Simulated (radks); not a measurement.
Ti, configuration [Ar] 3d2 4s2. Calculated with a radial shooting solver on a logarithmic mesh with Libxc functionals: scalar-relativistic Kohn-Sham, PBEsol, spin-polarised, spherical densities, point nucleus; open shells are filled with parallel spins first.

Unscreened Slater integrals over Kohn-Sham orbitals (eV). They are taken over the spin-up orbitals.

| integral | value |
|---|---|
| F0(4s,4s) | 7.1458 |
| F0(4s,3d) | 8.8543 |
| G2(4s,3d) | 1.5070 |
| F0(4s,3p) | 9.2467 |
| G1(4s,3p) | 0.54593 |
| F0(4s,3s) | 9.3006 |
| G0(4s,3s) | 0.37800 |
| F0(3d,3d) | 16.224 |
| F2(3d,3d) | 7.2223 |
| F4(3d,3d) | 4.4422 |
| F0(3d,3p) | 18.851 |
| F2(3d,3p) | 8.5970 |
| G1(3d,3p) | 10.686 |
| G3(3d,3p) | 6.3747 |
| F0(3d,3s) | 19.393 |
| G2(3d,3s) | 7.9760 |
| F0(3p,3p) | 22.643 |
| F2(3p,3p) | 11.333 |
| F0(3p,3s) | 23.438 |
| G1(3p,3s) | 15.546 |
| F0(3s,3s) | 24.323 |

Derived for the open shells (J is the average intra-shell exchange parameter used in DFT+U). 3d: Racah B = F2/49 - 5 F4/441 = 0.09703 eV, C = 35 F4/441 = 0.3526 eV, C/B = 3.63, F4/F2 = 0.615, J = (F2 + F4)/14 = 0.8332 eV.
